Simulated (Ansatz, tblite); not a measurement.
Forces on FeO3 at its PBE0-D4/def2-TZVP geometry. Charge 0, multiplicity 1.

The xTB rows come from tblite. The structure holds one bond between oxygen atoms, so isomers without such links may lie far lower. At r2SCAN-D4/def2-TZVP the restricted singlet is unstable: a solution with broken spin symmetry lies lower. At r2SCAN-D4/def2-TZVP an occupied level lies above an empty one. The order of the spin states hangs on the level: the triplet lies 2.20 eV below the singlet at PBE0-D4/def2-TZVP, but 2.41 eV above it at GFN1-xTB. The structure comes from a short search, and lower isomers may exist.

GFN1-xTB (tblite), largest force 3.06 eV/Å:

```xyz
4
positions Å, forces eV/Å
Fe    0.448    0.571    0.170   -1.451   -1.849   -0.549
O    -1.277   -1.628   -0.484    1.841    2.346    0.696
O    -0.531   -0.676   -0.202    0.266    0.339    0.102
O     1.360    1.734    0.516   -0.656   -0.836   -0.250
```

GFN2-xTB (tblite), largest force 5.05 eV/Å:

```
Fe -1.469 -1.872 -0.555
O -0.425 -0.542 -0.162
O 3.035 3.869 1.151
O -1.140 -1.454 -0.434
```

r2SCAN-D4/def2-TZVP (Ansatz), largest force 0.87 eV/Å:

```
Fe -0.027 -0.034 -0.010
O -0.445 -0.567 -0.168
O -0.053 -0.069 -0.021
O 0.525 0.669 0.199
```
